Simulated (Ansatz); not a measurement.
Geometry optimisation of Zr2(Cl)8 (Zr2Cl8).

```yaml
crystal:
  periodic: [false, false, false]
  atoms:
    - {symbol: Zr, position_ang: [-1.006450, -0.509010, -1.255520]}
    - {symbol: Cl, position_ang: [-3.241090, -0.026820, -1.408000]}
    - {symbol: Cl, position_ang: [-0.144090, 0.499060, -3.135830]}
    - {symbol: Cl, position_ang: [-0.933790, -2.721490, -1.861750]}
    - {symbol: Cl, position_ang: [-0.954860, -1.030080, 1.231680]}
    - {symbol: Zr, position_ang: [1.055000, 0.565450, 1.481600]}
    - {symbol: Cl, position_ang: [1.800340, -0.669880, -0.388730]}
    - {symbol: Cl, position_ang: [1.296580, -0.200120, 3.628170]}
    - {symbol: Cl, position_ang: [2.596320, 2.259610, 1.617950]}
    - {symbol: Cl, position_ang: [-0.467970, 1.833260, 0.090440]}
basis:
  gaussian: {orbitals: def2-SVP}
hamiltonian: {xc: r2scan, dispersion: d4}
scf: {lower_state_search: "off"}
output: {orbitals: {seedname: orbitals}}
relax: {f_tol: 0.03, max_steps: 70}
```

```sh
$ ansatz run in.yaml --threads 2 --pin off --events-out ev --progress --plain --max-ram 32768MiB --backend cuda --devices 0, --max-vram 18GiB
```

Shortened log:

```
Functional definition: r2SCAN
  name "r2SCAN"
  cite "Furness, Kaplan, Ning, Perdew & Sun, J. Phys. Chem. Lett. 11, 8208 (2020) doi:10.1021/acs.jpclett.0c02405"
  cite "Furness, Kaplan, Ning, Perdew & Sun, J. Phys. Chem. Lett. 11, 9248 (2020) doi:10.1021/acs.jpclett.0c03077"
  parent r2scan
  parameter k0 = 0.174
  parameter k1 = 0.065
  parameter a1 = 4.9479
  exchange = r2scan_x(k0 = k0, k1 = k1, a1 = a1)
  correlation = r2scan_c
these checks for a lower state are left out or cut short: stability, starts, cluster_reference, orbital_swaps, neighbouring_geometries, increment
mean field -102724.42390910 eV, -3775.0529495439 hartree, gradient 1.5e-6 eV, S^2 0.000000; 0 other end points of the search recorded, 0 dependent functions left out
the calculation of the forces begins
relax step   1: F+E_penalty+E_count = -102724.60467847 eV  Δ(F+E_penalty+E_count) = +0.000e0 eV  max|allowed force component| = 8.870e-1 eV/Å  Δτ_max = 0.0000 Å  (18 SCF iters, accepted)
these checks for a lower state are left out or cut short: stability, starts, cluster_reference, orbital_swaps, neighbouring_geometries, increment
mean field -102724.42575711 eV, -3775.0530174571 hartree, gradient 2.5e-6 eV, S^2 0.000000; 0 other end points of the search recorded, 0 dependent functions left out
the calculation of the forces begins
relax step   2: F+E_penalty+E_count = -102724.61373978 eV  Δ(F+E_penalty+E_count) = -9.061e-3 eV  max|allowed force component| = 7.979e-1 eV/Å  Δτ_max = 0.1944 Å  (27 SCF iters, accepted)
these checks for a lower state are left out or cut short: stability, starts, cluster_reference, orbital_swaps, neighbouring_geometries, increment
mean field -102724.56983890 eV, -3775.0583123653 hartree, gradient 3.3e-6 eV, S^2 0.000000; 0 other end points of the search recorded, 0 dependent functions left out
the calculation of the forces begins
relax step   3: F+E_penalty+E_count = -102724.75839067 eV  Δ(F+E_penalty+E_count) = -1.447e-1 eV  max|allowed force component| = 2.168e-1 eV/Å  Δτ_max = 0.1166 Å  (21 SCF iters, accepted)
these checks for a lower state are left out or cut short: stability, starts, cluster_reference, orbital_swaps, neighbouring_geometries, increment
mean field -102724.55934792 eV, -3775.0579268289 hartree, gradient 2.0e-6 eV, S^2 0.000000; 0 other end points of the search recorded, 0 dependent functions left out
the calculation of the forces begins
relax step   4: F+E_penalty+E_count = -102724.74834157 eV  Δ(F+E_penalty+E_count) = +1.005e-2 eV  max|allowed force component| = 6.422e-1 eV/Å  Δτ_max = 0.2000 Å  (26 SCF iters, rejected (line search))
these checks for a lower state are left out or cut short: stability, starts, cluster_reference, orbital_swaps, neighbouring_geometries, increment
mean field -102724.58081795 eV, -3775.0587158380 hartree, gradient 3.2e-6 eV, S^2 0.000000; 0 other end points of the search recorded, 0 dependent functions left out
the calculation of the forces begins
relax step   5: F+E_penalty+E_count = -102724.77015418 eV  Δ(F+E_penalty+E_count) = -1.176e-2 eV  max|allowed force component| = 7.253e-2 eV/Å  Δτ_max = 0.0751 Å  (20 SCF iters, accepted)
these checks for a lower state are left out or cut short: stability, starts, cluster_reference, orbital_swaps, neighbouring_geometries, increment
mean field -102724.58151062 eV, -3775.0587412930 hartree, gradient 2.1e-6 eV, S^2 0.000000; 0 other end points of the search recorded, 0 dependent functions left out
the calculation of the forces begins
relax step   6: F+E_penalty+E_count = -102724.77079802 eV  Δ(F+E_penalty+E_count) = -6.438e-4 eV  max|allowed force component| = 5.070e-2 eV/Å  Δτ_max = 0.0094 Å  (22 SCF iters, accepted)
these checks for a lower state are left out or cut short: stability, starts, cluster_reference, orbital_swaps, neighbouring_geometries, increment
mean field -102724.58198950 eV, -3775.0587588916 hartree, gradient 2.1e-6 eV, S^2 0.000000; 0 other end points of the search recorded, 0 dependent functions left out
the calculation of the forces begins
relax step   7: F+E_penalty+E_count = -102724.77140918 eV  Δ(F+E_penalty+E_count) = -6.112e-4 eV  max|allowed force component| = 4.874e-3 eV/Å  Δτ_max = 0.0182 Å  (21 SCF iters, accepted)
Total energy: -102724.77145129 eV, -3775.0657214839 hartree
Atom 0 at    -1.086006    -0.498972    -1.246836 Å, force    -0.001551     0.001272     0.000692 eV/Å
Atom 1 at    -3.343840    -0.026976    -1.469389 Å, force     0.000933    -0.000514    -0.002042 eV/Å
Atom 2 at    -0.093435     0.558831    -3.081793 Å, force     0.001194    -0.000616     0.003204 eV/Å
Atom 3 at    -0.928728    -2.736149    -1.869808 Å, force     0.002235     0.000144    -0.000464 eV/Å
Atom 4 at    -0.985075    -1.070774     1.259366 Å, force     0.000816     0.001717     0.000949 eV/Å
Atom 5 at     1.102893     0.552676     1.450928 Å, force    -0.001663    -0.003805    -0.003147 eV/Å
Atom 6 at     1.933882    -0.748701    -0.352109 Å, force    -0.004874     0.000024    -0.000660 eV/Å
Atom 7 at     1.288639    -0.211790     3.653645 Å, force     0.001006    -0.000077     0.000936 eV/Å
Atom 8 at     2.621476     2.319067     1.551447 Å, force     0.000766     0.002385    -0.001100 eV/Å
Atom 9 at    -0.509816     1.862767     0.104560 Å, force     0.001138    -0.000530     0.001630 eV/Å
Dipole moment:     0.072223     0.098532     0.280806 e Å
Checks for a lower state left out: stability, starts, cluster_reference, orbital_swaps, neighbouring_geometries, increment
```

It took 32 s on 2 threads of AMD EPYC 7R13 on a shared host and a share (18 GiB) of an NVIDIA H100 80GB HBM3, peak host memory 0.88 GiB.

In the def2 sets Zr takes a core potential; there is no spin–orbit coupling.
